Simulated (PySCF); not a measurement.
CH3FO3Si, SMILES F[Si@H](O)OC=O. Geometry: ωB97X-D3(BJ)/def2-SVP. The structure was generated by enumeration; whether it is a known compound was not checked. Other conformers were not sampled.

Computed equilibrium geometry at ωB97X-D3(BJ)/def2-SVP (PySCF confirms it by a frequency run) as a Z-matrix (one conformer of several):
```
O
C 1 1.3342
O 2 1.2040 1 124.66
H 2 1.1087 3 123.85 1 -179.77
Si 1 1.7058 2 122.20 4 -178.06
F 5 1.6145 1 104.85 2 86.68
O 5 1.6306 6 112.23 1 120.33
H 7 0.9701 5 113.11 6 -76.88
H 5 1.4651 6 109.50 1 -114.96
```
